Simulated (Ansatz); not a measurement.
`CBI` + H–F → `CBF` + HI at 500 K and 1 bar (ligand exchange at a B–I bond).

Computed with Ansatz on PBE0-D4/def2-TZVP structures; ΔE is electronic, products minus reactants. CCSD(T)/CBS is the MP2 limit (def2-TZVPP, def2-QZVPP) plus CCSD(T) − MP2 in def2-TZVPP, frozen cores. This one scheme is used for every species. def2 core potentials past Kr. For I outer-core shells are correlated without core-valence functions, which leaves a few kJ/mol of doubt a bond.

```csv
species,CCSD(T)/CBS energy (Eh),H − E (kJ/mol),S (J/(mol·K))
`CBI`,-362.71826,158.8,347.7
H–F,-100.39570,39.4,188.7
`CBF`,-165.10297,162.8,311.9
HI,-298.03592,28.6,221.6
```

H − E and S are ideal-gas, rigid-rotor, harmonic terms from PBE0-D4/def2-TZVP. 1 Eh = 2625.50 kJ/mol, R = 8.31446 J/(mol·K).

Question: By hand: ΔE, ΔH, ΔS and ΔG.

Answer: ΔE = (-165.10297) + (-298.03592) − (-362.71826) − (-100.39570) = -0.02493 Eh = -65.5 kJ/mol. Δ(H − E) = 162.8 + 28.6 − 158.8 − 39.4 = -6.8, so ΔH = -72.3 kJ/mol. ΔS = 311.9 + 221.6 − 347.7 − 188.7 = -2.9 J/(mol·K). ΔG = -72.3 − 500 × (-2.9)/1000 = -70.8 kJ/mol.

Question: By hand: the equilibrium constant, and the temperature at which ΔG would vanish if ΔH and ΔS stayed fixed.

Answer: log₁₀ K = −ΔG/(RT ln 10) = 7.4. ΔG = 0 at ΔH/ΔS = 24931 K, far beyond where these terms or the molecules hold.

The number of gas molecules stays the same, so ΔS is small and ΔH decides. A doubt of 5 kJ/mol in ΔE shifts log₁₀ K by 0.5 here. Modes under 60 cm⁻¹, often nearly free rotors, make the harmonic entropy too high. These are equilibria of isolated gas molecules and say nothing of rates. Largest T1 diagnostic: 0.012 (customary marks: 0.02 for closed shells, 0.045 for open ones).
